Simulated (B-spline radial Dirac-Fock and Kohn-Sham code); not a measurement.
**Binding energies of Pb¹⁴⁺**

System: the Pb¹⁴⁺ ion, [Xe] 4f14; nuclear rms radius 5.5012 fm (A = 208).

Level of theory: relaxed Dirac-Fock hole states (ΔSCF) with Breit and QED corrections and a finite nucleus; an atomic code on a B-spline grid. No correlation. Energies are counted from the vacuum level.

All terms are in eV, carry their sign (relaxation lowers the binding energy) and add up to the binding energy; ⟨r⟩ is the mean radius of the orbital in the initial state.

```tsv
subshell	−ε (Koopmans)	relaxation	Breit	QED	binding energy	⟨r⟩ (bohr)
K	88874.9	-87.21	-323.37	-170.88	88293.4	0.016
L1	16274.9	-49.33	-37.87	-26.35	16161.3	0.067
L2	15611.2	-54.32	-62.54	-0.80	15493.6	0.055
L3	13418.2	-50.16	-36.10	-2.98	13328.9	0.064
M1	4185.4	-24.89	-7.16	-6.17	4147.2	0.174
M2	3887.7	-26.14	-12.17	-0.35	3849.1	0.164
M3	3391.8	-23.90	-6.52	-0.76	3360.6	0.180
M4	2908.4	-27.01	-5.37	0.46	2876.4	0.157
M5	2803.7	-26.23	-3.48	0.19	2774.2	0.162
N1	1194.0	-7.55	-1.57	-1.55	1183.3	0.383
N2	1063.9	-7.55	-2.71	-0.05	1053.6	0.385
N3	940.7	-6.38	-1.28	-0.16	932.8	0.417
N4	728.1	-6.45	-0.84	0.13	720.9	0.422
N5	704.7	-6.09	-0.42	0.07	698.3	0.433
N6	429.2	-6.23	0.04	0.10	423.1	0.440
N7	423.9	-6.04	0.21	0.08	418.2	0.446
O1	417.3	-0.80	-0.36	-0.36	415.8	0.819
O2	365.2	-0.78	-0.58	0.00	363.8	0.855
O3	337.4	-0.61	-0.26	-0.03	336.5	0.917
```

For the deepest level, K (1s), the Breit terms make up -0.366 % of the binding energy, QED -0.194 % and orbital relaxation -0.099 %.

Spin-orbit splittings: 2p 2164.6 eV, 3p 488.5 eV, 3d 102.2 eV, 4p 120.8 eV, 4d 22.62 eV, 4f 4.94 eV, 5p 27.35 eV.

Going to the tabulated ground configuration of the next ion removes an electron from O3 (5p3/2), computed at 336.5 eV. NIST lists 338.1 ± 1.5 eV as the ionisation energy of this species (semi-empirical), +1.63 eV from the computed value.
